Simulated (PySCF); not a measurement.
C2H6CdS, SMILES C[S][Cd][CH3].

Geometry: r2SCAN-D4/def2-SVP. A frequency run showed that this geometry is not a minimum. The def2 effective core potentials stand for the cores of Cd; spin–orbit coupling is left out. Other conformers were not sampled.

The numbers are results of TDDFT-CAM-B3LYP/def2-SVPD in PySCF, not measurements.

Vertical excitations. Gas-phase values at a fixed geometry.

```
state  energy (eV)  λ (nm)      f                                              main pairs
-----  -----------  ------  -----  ------------------------------------------------------
S1            4.52     275  0.003                                          HOMO→LUMO 95 %
S2            4.87     255  0.021                                        HOMO→LUMO+1 93 %
S3            5.27     235  0.001                      HOMO→LUMO+2 62 %, HOMO−1→LUMO 34 %
S4            5.45     227  0.009  HOMO−1→LUMO 50 %, HOMO−1→LUMO+1 25 %, HOMO→LUMO+2 22 %
S5            5.85     212  0.001                                      HOMO−1→LUMO+2 97 %
S6            6.22     199  0.631  HOMO−1→LUMO+1 68 %, HOMO−1→LUMO 13 %, HOMO→LUMO+2 12 %
S7            6.56     189  0.000                      HOMO→LUMO+4 66 %, HOMO→LUMO+3 15 %
S8            6.81     182  0.016                                        HOMO→LUMO+3 69 %
S9            6.98     178  0.029                                        HOMO−2→LUMO 79 %
S10           7.11     174  0.063                                      HOMO−2→LUMO+1 72 %
T1            4.33     286      0                                          HOMO→LUMO 89 %
T2            4.50     275      0                                        HOMO→LUMO+1 86 %
T3            4.84     256      0  HOMO−1→LUMO 35 %, HOMO→LUMO+2 33 %, HOMO−1→LUMO+1 24 %
T4            4.95     250      0  HOMO→LUMO+2 63 %, HOMO−1→LUMO+1 16 %, HOMO−1→LUMO 15 %
```
Triplets are in the Tamm–Dancoff approximation, which puts them higher than full response would, so one can lie above its singlet here.
